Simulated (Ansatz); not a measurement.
System: GeSiH5, charge 0, doublet. GeSiH5 (SMILES [SiH2][GeH3], doublet).
B3LYP-D3(BJ)/def2-TZVP minimum from Ansatz (a first-principles code):
```
Ge
H 1 1.5387
H 1 1.5387 2 108.58
H 1 1.5434 2 108.24 3 -117.29
Si 1 2.3835 2 109.77 4 -122.70
H 5 1.4861 1 112.92 2 58.06
H 5 1.4861 6 109.27 1 -126.57
```
Charge 0, spin multiplicity 2.

Atomisation energy term by term, kcal/mol (programs: Ansatz). Radicals and triplets start from unrestricted determinants; spin-orbit coupling is neglected. Correlated methods leave the cores frozen (noble-gas shells, and filled d and f shells in the p block). No relativity. CBS(X,Y): correlation extrapolated as X^-3, Hartree-Fock from the larger set. A bracket is a step between two methods taken in the basis named. Where a partner has so few electrons that a lower coupled-cluster level is exact, that level stands in.

```csv
term,basis,kcal/mol
Hartree-Fock,def2-QZVPP,316.69
CCSD correlation,"CBS(def2-TZVPP,def2-QZVPP)",96.04
(T),"CBS(def2-TZVPP,def2-QZVPP)",3.16
CCSDT(Q) - CCSD(T),def2-SVP,0.41
sum: De,,416.3
```
